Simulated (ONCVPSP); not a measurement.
**Pb: ONCV pseudisation with PBE, fully relativistic reference atom.**

```
Element                 : lead
Generator               : ONCVPSP 4.0.1
Type                    : optimised norm-conserving Vanderbilt (ONCV)
Functional              : PBE
Relativity              : fully relativistic
Frozen core             : [Kr] 4d10 4f14
Valence charge          : 22
Reference configuration : 5s2 5p6 5d10 6s2 6p1 (charge +1)
Partial waves           : 5s+6s: rc 1.36 bohr, ncon 3, nbas 6, qcut 8.3 1/bohr, 2 projectors; 5p+6p: rc 1.58 bohr, ncon 4, nbas 7, qcut 8.5 1/bohr, 2 projectors; 5d: rc 1.70 bohr, ncon 3, nbas 7, qcut 11.5 1/bohr, 1 projector
Local potential         : polynomial inside 1.10 bohr (lpopt 3, dvloc0 3 Ha)
Core correction         : polynomial model core, fcfact 0.2
```

Open shells are filled in proportion to 2j + 1.

All-electron outer shells of the reference configuration (PBE, scalar-relativistic, ld1.x):

| shell | level (eV) | outermost node (bohr) | outermost maximum (bohr) |
| --- | --- | --- | --- |
| 4d | -409.80 | 0.19 | 0.39 |
| 5s | -151.86 | 0.45 | 0.79 |
| 4f | -140.60 | – | 0.35 |
| 5p | -93.54 | 0.49 | 0.88 |
| 5d | -28.85 | 0.52 | 1.07 |
| 6s | -19.23 | 1.01 | 1.95 |
| 6p | -9.86 | 1.18 | 2.50 |

Does the generator finish with these settings?

Yes, a potential is produced and its reference levels are reproduced.

Estimate the cutoffs (Ha) at which the residual kinetic energy of the hardest occupied pseudo-wave falls to 1 and 0.1 mHa per electron.

27 Ha and 37 Ha.

What does a ghost test show?

No bound ghost flagged; GHOST(+) flagged for s at 332.8 eV.

Tests: 5s2 5p6 5d10 6s2 6p2; 5s2 5p6 5d10 6s2 6p0; 5s2 5p6 5d10 6s1 6p0; 5s2 5p6 5d9 6s2 6p2. Which has the largest error in its energy relative to the reference configuration, and how large is it?

5s2 5p6 5d10 6s1 6p0, with -4.4 meV (all-electron minus pseudo) on +46.01 eV.
